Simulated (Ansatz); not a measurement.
Start from `BC[SiH2][SiH3]` and change one element to get `[AlH2][CH2][SiH2][SiH3]`.

Ansatz, PBE0-D4/def2-TZVP geometries, multiplicity 1. Each molecule was computed in one conformer, which needn't be the lowest.

```csv
property,`BC[SiH2][SiH3]`
LUMO energy (ωB97M-V/def2-TZVPP) / eV,0.45
zero-point energy (PBE0-D4/def2-TZVP) / kJ/mol,234.6
size of the dipole moment (ωB97M-V/def2-TZVPP) / D,0.97
HOMO energy (B3LYP/def2-TZVPP) / eV,-8.03
HOMO–LUMO gap (B3LYP/def2-TZVPP) / eV,6.40
size of the dipole moment (B3LYP/def2-TZVPP) / D,0.97
```

Give the same properties after the change, and the shifts. (Estimate.)

Ansatz gave: 
```csv
property,`[AlH2][CH2][SiH2][SiH3]`,shift
LUMO energy (ωB97M-V/def2-TZVPP) / eV,0.75,0.30
zero-point energy (PBE0-D4/def2-TZVP) / kJ/mol,214.7,-19.9
size of the dipole moment (ωB97M-V/def2-TZVPP) / D,1.60,0.63
HOMO energy (B3LYP/def2-TZVPP) / eV,-7.49,0.54
HOMO–LUMO gap (B3LYP/def2-TZVPP) / eV,6.43,0.03
size of the dipole moment (B3LYP/def2-TZVPP) / D,1.56,0.59
```

Dipoles are sizes alone; their direction can turn.

Positive LUMOs are unbound, so they and the gaps depend on the basis.

B3LYP here is the variant with VWN-RPA as its local correlation; programs differ in this.
